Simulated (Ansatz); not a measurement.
Geometry optimisation, RKS B3LYP-D4/def2-SVP in Ansatz 0.2.0.

Input file:

```yaml
crystal:
  periodic: [false, false, false]
  atoms:
    - { symbol: W, position_ang: [0.011393, 0.090496, 0.181391] }
    - { symbol: Cl, position_ang: [1.144473, -0.611275, 2.139881] }
    - { symbol: H, position_ang: [0.974969, -1.140818, -0.427849] }
    - { symbol: H, position_ang: [1.001335, 0.663563, -1.051988] }
    - { symbol: F, position_ang: [-1.692442, 0.858049, -0.029769] }
    - { symbol: H, position_ang: [-0.713072, -1.391618, -0.025322] }
    - { symbol: H, position_ang: [-0.331098, -0.480496, -1.339009] }
    - { symbol: Br, position_ang: [1.005867, 3.195913, 2.057726] }
    - { symbol: H, position_ang: [1.414875, 1.885385, 2.67114] }
basis:
  gaussian: { orbitals: def2-SVP }
hamiltonian:
  xc: b3lyp
  dispersion: d4
relax:
  f_tol: 0.03
  max_steps: 50
```

Launched with:

```bash
$ ansatz run input.yaml --threads 4 --pin off --max-ram 5120MiB --backend cpu --events-out ev --progress --plain --runs-dir out
```

Problem. Where does it end, and by what steps?

Solution. The run converged. After 9 steps the energy has fallen by 0.220 eV; Br8 moved furthest, 0.62 Å. Joined: W1–Br8 (3.76 → 3.07 Å).

```
step  energy less start (eV)  largest force component (eV/Å)  accepted
   0                  0.0000                           1.393       yes
   1                 -0.1074                           0.486       yes
   2                 -0.1630                           0.257       yes
   3                 -0.2027                           0.321       yes
   4                 -0.2101                           0.164       yes
   5                 -0.2162                           0.095       yes
   6                 -0.2188                           0.089       yes
   7                 -0.2198                           0.045       yes
   8                 -0.2164                           0.300        no
   9                 -0.2201                           0.027       yes
```

```xyz
9
Properties=species:S:1:pos:R:3
W 0.080 0.146 0.258
Cl 1.175 -0.764 2.106
H 0.964 -1.093 -0.442
H 1.097 0.710 -0.966
F -1.612 0.971 0.087
H -0.710 -1.307 0.043
H -0.328 -0.368 -1.271
Br 0.778 2.783 1.661
H 1.372 1.991 2.700
```

Whether the end is a true minimum wasn't checked by a vibrational analysis.

Time of the run: 32 s on 4 threads of Arm Neoverse V2, with other jobs on the host, peak memory 0.32 GiB.
